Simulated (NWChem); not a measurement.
Species: BI2 cation

```xyz
3

I     -1.9864    -0.0228     0.0206
B      0.0000     0.0000     0.0000
I      1.9864     0.0228    -0.0206
```
Atoms are numbered in this order, from 1.

Geometry: optimised at PBE-D3(BJ)/def2-SVP. def2 effective core potentials on I; no spin-orbit coupling.

List the 6 lowest vertical singlet excitations from B3LYP/def2-SVP with def2 effective core potentials on I, full TDDFT (NWChem).


| state | energy (eV) | oscillator strength | leading excitation (squared amplitude) |
|---|---|---|---|
| S1 | 4.18 | 0.000 | HOMO−1 → LUMO+1 (0.50) |
| S2 | 4.35 | 0.000 | HOMO−1 → LUMO+1 (0.50) |
| S3 | 4.35 | 0.000 | HOMO−1 → LUMO (0.50) |
| S4 | 5.19 | 0.000 | HOMO−3 → LUMO (0.50) |
| S5 | 5.33 | 0.000 | HOMO−3 → LUMO+1 (0.50) |
| S6 | 5.33 | 0.000 | HOMO−3 → LUMO (0.50) |
